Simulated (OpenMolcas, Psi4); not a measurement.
# CrO3 (chromic anhydride): the vertical ionisation energy from total energies

The species is CrO3 (4 atoms), meant as a singlet with charge 0. SMILES: `[O]=[Cr](=[O])=[O]`. The coordinates come from a PBE0-D4/def2-TZVP relaxation.

Both states at this one shape; open shells run unrestricted unless said. 1 Eh = 27.2114 eV.

```tsv
level	program	singlet CrO3 (Eh)	doublet [CrO3]+ (Eh)	HOMO of the first (eV)
M06-L/def2-SVP	OpenMolcas	-1269.775034	-1269.345557	-7.97
TPSSh/def2-SVP	Psi4	-1269.842613	-1269.415033	-8.33
wB97X-V/def2-SVP	Psi4	-1269.540783	-1269.097355	-11.69
```

Problem. Work out the vertical ionisation energy at each level.

Solution. 
1. M06-L/def2-SVP: -1269.345557 − (-1269.775034) = 0.429477 Eh = 11.69 eV; −ε(HOMO) = 7.97 eV.
2. TPSSh/def2-SVP: -1269.415033 − (-1269.842613) = 0.427580 Eh = 11.64 eV; −ε(HOMO) = 8.33 eV.
3. wB97X-V/def2-SVP: -1269.097355 − (-1269.540783) = 0.443428 Eh = 12.07 eV; −ε(HOMO) = 11.69 eV.

No measured value is set beside it here; the levels span 11.64 to 12.07 eV. In semi-local functionals −ε(HOMO) lies far under the ionisation energy, a result of self-interaction. The reference of the second state is spin-contaminated at wB97X-V/def2-SVP (⟨S²⟩ = 0.89).
